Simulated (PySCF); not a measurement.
CH2Cl, doublet, geometry from GFN2-xTB; PBE/def2-TZVP in PySCF.

Input for PySCF:
```python
from pyscf import gto, scf, dft

mol = gto.Mole()
mol.atom = '''
    C    -1.098627    0.003037   -0.023013
    Cl    0.576869   -0.001595    0.012084
    H    -1.604785    0.945302   -0.039270
    H    -1.610222   -0.936413   -0.028077
'''
mol.basis = 'def2-tzvp'
mol.charge = 0
mol.spin = 1
mol.verbose = 4
mol.build()

mf = dft.UKS(mol)
mf.xc = 'pbe'
mf.kernel()
```

### Question
Predict the main parts of the log of this PySCF run.

### Answer

```
PySCF version 2.14.0

[INPUT] verbose = 4
[INPUT] num. atoms = 4
[INPUT] num. electrons = 25
[INPUT] charge = 0
[INPUT] spin (= nelec alpha-beta = 2S) = 1
[INPUT] symmetry False subgroup None
[INPUT] Mole.unit = angstrom
[INPUT] Symbol           X                Y                Z      unit          X                Y                Z       unit  Magmom
[INPUT]  1 C     -1.098627000000   0.003037000000  -0.023013000000 AA   -2.076104143053   0.005739098240  -0.043488267305 Bohr   0.0
[INPUT]  2 Cl     0.576869000000  -0.001595000000   0.012084000000 AA    1.090124419752  -0.003014113169   0.022835450489 Bohr   0.0
[INPUT]  3 H     -1.604785000000   0.945302000000  -0.039270000000 AA   -3.032604138810   1.786361885004  -0.074209544912 Bohr   0.0
[INPUT]  4 H     -1.610222000000  -0.936413000000  -0.028077000000 AA   -3.042878579749  -1.769564109482  -0.053057840399 Bohr   0.0

nuclear repulsion = 45.9885750744661
number of shells = 32
number of NR pGTOs = 125
number of NR cGTOs = 80
basis = def2-tzvp
ecp = {}

******** <class 'pyscf.dft.uks.UKS'> ********
method = UKS
initial guess = minao
damping factor = 0
level_shift factor = 0
DIIS = <class 'pyscf.scf.diis.CDIIS'>
diis_start_cycle = 1
diis_space = 8
diis_damp = 0
SCF conv_tol = 1e-09
SCF conv_tol_grad = None
SCF max_cycles = 50
direct_scf = True
direct_scf_tol = 1e-13
number electrons alpha = 13  beta = 12
XC library pyscf.dft.libxc version 7.1.2
    S. Lehtola, C. Steigemann, M. J. T. Oliveira, and M. A. L. Marques,  SoftwareX 7, 1–5 (2018)
XC functionals = pbe
    J. P. Perdew, K. Burke, and M. Ernzerhof,  Phys. Rev. Lett. 77, 3865 (1996)
    J. P. Perdew, K. Burke, and M. Ernzerhof,  Phys. Rev. Lett. 78, 1396 (1997)
    J. P. Perdew, K. Burke, and M. Ernzerhof,  Phys. Rev. Lett. 77, 3865 (1996)
    J. P. Perdew, K. Burke, and M. Ernzerhof,  Phys. Rev. Lett. 78, 1396 (1997)
radial grids:
    Treutler-Ahlrichs [JCP 102, 346 (1995); DOI:10.1063/1.469408] (M4) radial grids

becke partition: Becke, JCP 88, 2547 (1988); DOI:10.1063/1.454033
pruning grids: <function nwchem_prune>
grids dens level: 3
symmetrized grids: False
atomic radii adjust function: <function treutler_atomic_radii_adjust>
small_rho_cutoff = 0
Set gradient conv threshold to 3.16228e-05
tot grids = 52616
init E= -499.299578240862

cycle= 1 E= -499.215639241643  delta_E= 0.0839  |g|= 0.143  |ddm|= 1.07
cycle= 2 E= -499.208760896389  delta_E= 0.00688  |g|= 0.183  |ddm|= 0.255
cycle= 3 E= -499.225651093518  delta_E= -0.0169  |g|= 0.0514  |ddm|= 0.157
cycle= 4 E= -499.226893133344  delta_E= -0.00124  |g|= 0.0232  |ddm|= 0.0571
cycle= 5 E= -499.227138525419  delta_E= -0.000245  |g|= 0.00297  |ddm|= 0.0205
cycle= 6 E= -499.227143075486  delta_E= -4.55e-06  |g|= 0.00156  |ddm|= 0.00344
cycle= 7 E= -499.227144345246  delta_E= -1.27e-06  |g|= 0.000218  |ddm|= 0.00137
cycle= 8 E= -499.227144378976  delta_E= -3.37e-08  |g|= 6.99e-05  |ddm|= 0.000305
cycle= 9 E= -499.227144382615  delta_E= -3.64e-09  |g|= 1.49e-05  |ddm|= 9.5e-05
cycle= 10 E= -499.227144382769  delta_E= -1.54e-10  |g|= 2.03e-06  |ddm|= 1.73e-05
Extra cycle  E= -499.227144382763  delta_E= 6.25e-12  |g|= 3.83e-06  |ddm|= 4.21e-06
converged SCF energy = -499.227144382763  <S^2> = 0.75369571  2S+1 = 2.0036923
```
